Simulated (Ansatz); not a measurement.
The cluster SeS₄⁺. Total charge 1; doublet. Geometry PBE-D4/def2-SVP.

Cartesian coordinates in Å:
```
S -0.445 -1.623 0.410
S -0.087 1.345 -1.192
S -0.349 1.422 0.894
S 0.696 -0.309 1.516
Se 0.184 -0.835 -1.628
```

The structure comes from a short search, and lower isomers may exist.

Task: Estimate the α-spin orbital energies around the gap (eV) in Ansatz with PBE-D4/def2-TZVP, r2SCAN-D4/def2-TZVP, PBE0-D4/def2-SVP, PBE0-D4/def2-TZVP, BHLYP-D4/def2-TZVP.

Result: 
```csv
orbital,PBE-D4/def2-TZVP,r2SCAN-D4/def2-TZVP,PBE0-D4/def2-SVP,PBE0-D4/def2-TZVP,BHLYP-D4/def2-TZVP
HOMO−5,-14.22,-14.58,-15.75,-15.44,-16.45
HOMO−4,-14.21,-14.56,-15.72,-15.40,-16.38
HOMO−3,-12.58,-12.92,-14.13,-13.84,-14.93
HOMO−2,-12.53,-12.88,-14.08,-13.82,-14.90
HOMO−1,-11.53,-11.77,-12.89,-12.63,-13.59
HOMO,-11.14,-11.47,-12.63,-12.38,-13.44
LUMO,-8.85,-8.82,-8.31,-8.05,-7.04
LUMO+1,-8.51,-8.46,-7.97,-7.71,-6.71
LUMO+2,-7.93,-7.84,-7.29,-7.04,-6.00
LUMO+3,-7.69,-7.55,-6.92,-6.72,-5.59
LUMO+4,-7.17,-7.04,-6.34,-6.17,-4.92
LUMO+5,-2.76,-2.38,1.05,-1.73,-0.42
β HOMO,-11.41,-11.62,-12.65,-12.40,-13.23
β LUMO,-10.56,-10.60,-10.27,-9.99,-9.22
```
